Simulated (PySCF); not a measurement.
A structure optimised at PBE-D3(BJ)/def2-SVP, used in a PySCF frequency run:

```xyz
10

C      1.9828    -2.4053     0.0000
C      1.1501    -1.5014     0.0000
Si    -0.0016    -0.0831     0.0000
Si     1.1060     1.9794     0.0000
Cl    -1.2051    -0.2100     1.6937
Cl    -1.2051    -0.2100    -1.6937
H      2.7089    -3.2088     0.0000
H      1.9637     2.0830    -1.2304
H      0.0761     3.0737     0.0000
H      1.9637     2.0830     1.2304
```
Charge 0, spin multiplicity 1.

Task: Write its SMILES, formula and point group.

Result: C#C[Si]([SiH3])(Cl)Cl, C2H4Cl2Si2, Cs

Task: What are its rotational constants (standard atomic weights)?

Result: 1.1994, 1.1359, 1.1146 GHz
